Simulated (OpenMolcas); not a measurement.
A calculation on C+.

- Program: OpenMolcas 26.06
- Method: SS-RASPT2, IPEA 0.25 Eh, imaginary shift 0.1 Eh (closed shells correlated: 1s)
- Basis: ANO-RCC-VTZP [4s3p2d1f]
- Scalar Hamiltonian: DKH2, point nucleus
- Active space: 3 electrons in 9 orbitals (RAS2 2s 2p; RAS3 3d, at most 2 electrons)
- State averaging: 2S+1 = 4 odd, 1 root; 2S+1 = 2 odd, 11 roots; 2S+1 = 4 even, 3 roots; 2S+1 = 2 even, 9 roots
- Spin-orbit coupling: RASSI with atomic mean-field integrals over the reference wave functions, term energies averaged over their components

Q: Which level of the active space comes out lowest?

A: 2s² 2p ²P°_1/2, with 100 % of that term; it is also the measured ground level.

Q: How high does 2s 2p² ²P_3/2 lie?

A: 111700 cm⁻¹ above the lowest level; measured 110666 cm⁻¹ above the ground level, so the calculation is off by +1 %.

Q: How high does 2s 2p² ²D_3/2 lie?

A: 75010 cm⁻¹ above the lowest level; measured 74933 cm⁻¹ above the ground level, so the calculation is off by 0 %.

Q: How high does 2p³ ⁴S°_3/2 lie?

A: 141560 cm⁻¹ above the lowest level; measured 142027 cm⁻¹ above the ground level, so the calculation is off by 0 %.

Measured values: NIST Handbook of Basic Atomic Spectroscopic Data.

Term energies are means over components that CASPT2 splits; among the terms shown or strongly mixed into the levels shown the widest spread is 10 cm-1 (2s 2p² ²D). Active for correlation alone: 3d; no level in the range computed is led by a configuration that fills it, so any true level of that kind is missing. Computed and measured levels are paired by configuration, term and J; levels that our copy of the source lacks, or whose pairing is in doubt (as where it misses far off the trend of its configuration), stay unpaired and out of the deviations. Levels of configurations outside the active space are missing.

° marks odd parity.
